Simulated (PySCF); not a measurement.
These 2 structures share the formula C6H6FN. The calculation used PBE0-D3(BJ)/def2-SVP geometry optimisation, gas phase in PySCF 2.14.0. One conformer each; no zero-point energy, no entropy. No frequencies were run at this level. Point groups hold within 0.08 Å.

Problem. Order them by energy at this level, lowest first, and give relative energies in kJ/mol.
A. `c1cccc(c1F)N`
B. `c1(ccc(F)cc1)N`

Solution. A (0.0), B (4.4).

Neighbours under 10 kJ/mol apart (Nc1ccccc1F and Nc1ccc(F)cc1) can change places with a better method, another conformer or zero-point energy.

| SMILES | E (Eh) | E rel (kJ/mol) | dipole (D) | point group | A, B, C (MHz) |
| --- | --- | --- | --- | --- | --- |
| Nc1ccccc1F | -386.14391 | 0.0 | 1.75 | near Cs | 3332, 2220, 1333 |
| Nc1ccc(F)cc1 | -386.14223 | 4.4 | 3.12 | Cs | 5617, 1450, 1153 |

Problem. How do the relative energies change in single points at PBE0/pcSseg-1 (no added dispersion term) on the same geometries?

Solution. 
```csv
SMILES,PBE0-D3(BJ)/def2-SVP (kJ/mol),PBE0/pcSseg-1 (kJ/mol),shift
Nc1ccccc1F,0.0,0.0,0.0
Nc1ccc(F)cc1,4.4,4.2,-0.2
```

Each column counts from its own lowest isomer. The order is unchanged; the largest shift is 0.2 kJ/mol.

Problem. As an exercise, what shares would exp(−E/RT) give at 2000 K from these electronic energies alone (no entropy, no degeneracies)?

Solution. RT = 16.629 kJ/mol: Nc1ccccc1F 56.6 %, Nc1ccc(F)cc1 43.4 %.
